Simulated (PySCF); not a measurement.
A calculated (M06-L, PySCF 2.14, pcseg-2, no relativity, point nucleus) atom or ion has these occupied shells.

```json
{"shell": "1s α", "electrons": "1", "orbital energy (eV)": "-4395.3", "rms radius, mean of both spins (bohr)": "0.0853"}
{"shell": "1s β", "electrons": "1", "orbital energy (eV)": "-4395.2", "rms radius, mean of both spins (bohr)": "0.0853"}
{"shell": "2s α", "electrons": "1", "orbital energy (eV)": "-484.58", "rms radius, mean of both spins (bohr)": "0.375"}
{"shell": "2s β", "electrons": "1", "orbital energy (eV)": "-484.22", "rms radius, mean of both spins (bohr)": "0.375"}
{"shell": "2p α", "electrons": "3", "orbital energy (eV)": "-399.22", "rms radius, mean of both spins (bohr)": "0.342"}
{"shell": "2p β", "electrons": "3", "orbital energy (eV)": "-398.93", "rms radius, mean of both spins (bohr)": "0.342"}
{"shell": "3s α", "electrons": "1", "orbital energy (eV)": "-63.867", "rms radius, mean of both spins (bohr)": "1.16"}
{"shell": "3s β", "electrons": "1", "orbital energy (eV)": "-62.966", "rms radius, mean of both spins (bohr)": "1.16"}
{"shell": "3p α", "electrons": "3", "orbital energy (eV)": "-41.790", "rms radius, mean of both spins (bohr)": "1.27"}
{"shell": "3p β", "electrons": "3", "orbital energy (eV)": "-40.832", "rms radius, mean of both spins (bohr)": "1.27"}
{"shell": "3d α", "electrons": "1", "orbital energy (eV)": "-10.496", "rms radius, mean of both spins (bohr)": "1.95"}
{"shell": "4s α", "electrons": "1", "orbital energy (eV)": "-9.995", "rms radius, mean of both spins (bohr)": "3.51"}
```

(1) Name the element and its charge.

Results:

(1) Sc⁺ (scandium, charge +1), in [Ar] 3d1 4s1, high-spin 3D determinant.
